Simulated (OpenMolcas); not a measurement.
Computed levels of 5d in ions with 69 electrons, in cm-1 above ²D_3/2.

```
Program             : OpenMolcas
Method              : RASSCF
Basis               : ANO-RCC-VQZP
Scalar Hamiltonian  : DKH2, point nucleus
Spin-orbit coupling : state interaction with AMFI integrals over the reference wave functions, term energies averaged over their components
```

Active space for each ion: 7 electrons in 8 orbitals (RAS1 5p, at most 2 holes; RAS2 5d).

```csv
Level,Ta4+,Re6+,Os7+
²D_5/2,7594,11646,13974
```

Task: Estimate ²D_5/2 for W5+ from its neighbours Ta4+ and Re6+.

Result: ²D_5/2 is fine structure, which grows about as the fourth power of a screened charge, so the fourth roots are averaged: ((7594^0.25 + 11646^0.25) / 2)^4 = 9458. The calculation gives 9479, so the estimate is off by -0.2 %; the measured value is 8709 (the list in J. Phys. B 45, 035002 (2012)).

Without dynamic correlation excited terms often stand tens of per cent too high (terms of higher spin than the ground term too low), and those without a measured partner can miss by more than the paired ones. Active for correlation alone: 5p; no level in the range computed is led by a configuration that opens it, so any true level of that kind is missing. Measured partners are found by configuration, term and J. A level has none where our copy of the source lacks it or the pairing is in doubt (some pairs that miss far off the trend of their configuration count as doubtful), and it then counts in no deviation. Levels of configurations outside the active space are missing.
